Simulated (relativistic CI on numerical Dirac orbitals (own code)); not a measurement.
Crystal-field levels of Ni3+, 3d7

Calculated by Dirac-Coulomb-Breit CI, KLI orbitals optimised for each configuration, model QED (radiative potential, 1s self-energy scaled to tabulated hydrogen-like ionisation energies), valence Slater integrals scaled by 0.65, one configuration in a parametric crystal field (own radial code).

Field parameters in Wybourne normalisation: Oh B⁴₀ = 21Dq, B⁴₄ = √(5/14) B⁴₀. The field is a parameter set, without covalency.

S is read from ⟨S²⟩ = S(S + 1).

Site symmetry Oh; labels are those of the double group. Computed levels in cm⁻¹ above the lowest, in rising order:

```
Δ (size of 10Dq)  Lowest     No. 2     No. 3     No. 4     No. 5     No. 6     No. 7     No. 8
            4100      Γ6    437 Γ8   1171 Γ8   1472 Γ7   4279 Γ6   4359 Γ8   4538 Γ8   4765 Γ7
            7400      Γ6    470 Γ8   1231 Γ8   1442 Γ7   7153 Γ6   7233 Γ8   7314 Γ8   7628 Γ7
           10700      Γ6    468 Γ8   1192 Γ8   1407 Γ7   7148 Γ8  10138 Γ6  10192 Γ8  10261 Γ8
           14050      Γ6    441 Γ8   1040 Γ8   1372 Γ7   4019 Γ8  13174 Γ8  13216 Γ6  13292 Γ8
           17300      Γ8    173 Γ6    737 Γ8   1515 Γ7   2042 Γ8  15252 Γ8  15871 Γ6  15910 Γ8
           20600      Γ8   2986 Γ6   3477 Γ8   4301 Γ7   4438 Γ8  18238 Γ8  18833 Γ6  19041 Γ8
           23950      Γ8   6227 Γ6   6702 Γ8   7519 Γ7   7581 Γ8  21445 Γ8  22006 Γ6  22316 Γ8
           27250      Γ8   9478 Γ6   9942 Γ8  10749 Γ7  10783 Γ8  24646 Γ8  25186 Γ6  25555 Γ8
           30500      Γ8  12697 Γ6  13154 Γ8  13950 Γ7  13972 Γ8  27817 Γ8  28342 Γ6  28753 Γ8
           33800      Γ8  15975 Γ6  16425 Γ8  17212 Γ7  17226 Γ8  31049 Γ8  31564 Γ6  32006 Γ8
           37100      Γ8  19258 Γ6  19703 Γ8  20481 Γ7  20490 Γ8  34291 Γ8  34797 Γ6  35265 Γ8
           40400      Γ8  22544 Γ6  22984 Γ8  23755 Γ7  23760 Γ8  37540 Γ8  38039 Γ6  38528 Γ8
```

Ground-state S against |10Dq| in cm⁻¹: 4100: 1.50, 7400: 1.50, 10700: 1.50, 14050: 1.50, 17300: 0.95, 20600: 0.57, 23950: 0.52, 27250: 0.51, 30500: 0.51, 33800: 0.50, 37100: 0.50, 40400: 0.50.

The spin changes between |10Dq| = 14050 and 17300 cm⁻¹.
